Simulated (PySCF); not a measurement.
## Electron correlation in Ag (silver, neutral)

[Kr] 4d10 5p1, 2P determinant (an excited configuration). Computed with PySCF 2.14 in x2c-TZVPPall (8s6p6d2f1g, 79 functions), with scalar relativity by spin-free X2C-1e. Frozen: [Kr]; 11 electrons correlated.

| level | correlation energy (mhartree) |
| --- | --- |
| CCSD | -342.51 |
| (T) | -11.71 |
| CCSD(T) | -354.22 |

Diagnostics: T1 = 0.013, D1 = 0.0605, largest double amplitude 0.028.

Problem. Is a single reference adequate?

Solution. Yes, within this model without spin-orbit coupling: T1 lies below 0.03 and no double amplitude reaches 0.07.

The basis was made for the ground configuration and has no added diffuse functions, which can raise the energy of the promoted electron.
